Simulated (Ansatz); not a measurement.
One geometry of Te₆As₄, several levels of theory.

```yaml
crystal:
  periodic: [false, false, false]
  atoms:
    - {symbol: As, position_ang: [-0.935733, 2.399014, -1.356023]}
    - {symbol: As, position_ang: [-0.749449, -2.615141, -1.033923]}
    - {symbol: As, position_ang: [-1.105432, 0.111515, 2.375248]}
    - {symbol: As, position_ang: [2.093355, 0.049416, -0.440572]}
    - {symbol: Te, position_ang: [-2.069936, 2.099782, 1.001817]}
    - {symbol: Te, position_ang: [1.753493, -2.871538, -0.797636]}
    - {symbol: Te, position_ang: [1.540294, 2.867680, -1.166555]}
    - {symbol: Te, position_ang: [-1.913872, -2.101713, 1.271664]}
    - {symbol: Te, position_ang: [-0.086295, -0.127811, -1.939776]}
    - {symbol: Te, position_ang: [1.473576, 0.188807, 2.085758]}
basis:
  gaussian: {orbitals: def2-SVP, initial_orbitals: start.molden}
hamiltonian: {xc: r2scan, dispersion: d4}
scf: {omitted_lower_state_checks: [starts]}
output: {forces: true, orbitals: {seedname: orbitals}}
```

The file start.molden holds the orbitals of an earlier run on this structure, at another level or in another basis.

```sh
$ ansatz run in.yaml --threads 4 --pin off --events-out ev --progress --plain --max-ram 6963MiB
```

Output, abridged:

```
Functional definition: r2SCAN
3372 factors; their error is unknown
mean field evaluation 1: about -287118.7455 eV, gradient 8.7e0 eV
mean field evaluation 2: about -287118.9247 eV, gradient 1.9e-1 eV
mean field evaluation 4: about -287118.7767 eV, gradient 1.8e-3 eV
mean field -287118.77667167 eV, -10551.4204265873 hartree, gradient 8.7e-6 eV, S^2 0.000000; 0 other end points of the search recorded, 0 dependent functions left out
reference -287118.77668305 eV, -10551.4204270054 hartree; 138, 138 occupied and 146, 146 virtual orbitals, 3372 factors
Total energy: -287119.11305951 eV, -10551.4327886122 hartree
Atom 0 at    -0.935733     2.399014    -1.356023 Å, force     0.006624    -0.004638    -0.000623 eV/Å
Atom 1 at    -0.749449    -2.615141    -1.033923 Å, force     0.006263     0.004877    -0.001279 eV/Å
Atom 2 at    -1.105432     0.111515     2.375248 Å, force    -0.000796    -0.000075     0.000124 eV/Å
Atom 3 at     2.093355     0.049416    -0.440572 Å, force     0.012994     0.000994     0.007821 eV/Å
Atom 4 at    -2.069936     2.099782     1.001817 Å, force    -0.001292    -0.001765     0.002284 eV/Å
Atom 5 at     1.753493    -2.871538    -0.797636 Å, force    -0.004723     0.000545    -0.000718 eV/Å
Atom 6 at     1.540294     2.867680    -1.166555 Å, force    -0.004679    -0.000877    -0.000514 eV/Å
Atom 7 at    -1.913872    -2.101713     1.271664 Å, force    -0.001480     0.002060     0.002229 eV/Å
Atom 8 at    -0.086295    -0.127811    -1.939776 Å, force    -0.012160    -0.000967    -0.007695 eV/Å
Atom 9 at     1.473576     0.188807     2.085758 Å, force    -0.000751    -0.000154    -0.001630 eV/Å
Dipole moment:    -0.068209    -0.008918    -0.099325 e Å
Checks for a lower state left out: starts
```

Hardware: 4 threads of Arm Neoverse V1 on a shared host. Wall time 33 s, peak host memory 0.91 GiB.

The first input with `correlation: {method: mp2}`, `output: {orbitals: {seedname: orbitals}}` and without the key `hamiltonian` (abridged; 48 s):

```
Functional definition: HF
mean field -286748.61449685 eV, -10537.8172175673 hartree, gradient 3.1e-6 eV, S^2 0.000000
60 core orbitals not correlated: weight in the atoms' cores, before any rotation towards them, 1.000 or more for the frozen orbitals, at most 0.000 for the correlated occupied ones
second order -45.81429629 eV of doubles, -0.00000000 eV of singles
Total energy: -286794.42879314 eV, -10539.5008619020 hartree
Checks for a lower state left out: starts
```

First input, but with `hamiltonian: {xc: pbe, dispersion: d4}`, `output: {orbitals: {seedname: orbitals}}` (abridged; 12 s):

```
Functional definition: PBE
mean field -287065.11831896 eV, -10549.4485184961 hartree, gradient 3.4e-5 eV, S^2 0.000000
Total energy: -287066.61671625 eV, -10549.5035835806 hartree
Checks for a lower state left out: starts
```

As the first input, with `hamiltonian: {xc: pbe0, dispersion: d4}`, `output: {orbitals: {seedname: orbitals}}` (abridged; 47 s):

```
Functional definition: PBE0
mean field -287073.92509669 eV, -10549.7721616080 hartree, gradient 1.7e-5 eV, S^2 0.000000
Total energy: -287075.27689185 eV, -10549.8218391640 hartree
Checks for a lower state left out: starts
```

Geometry: r2SCAN-D4/def2-SVP.

In the def2 sets Te takes a core potential; there is no spin–orbit coupling. Correlated methods freeze 60 core orbitals; core or outer-core shells of As, Te are correlated, in sets that lack core-valence functions. The structure comes from a short search, and lower isomers may exist.
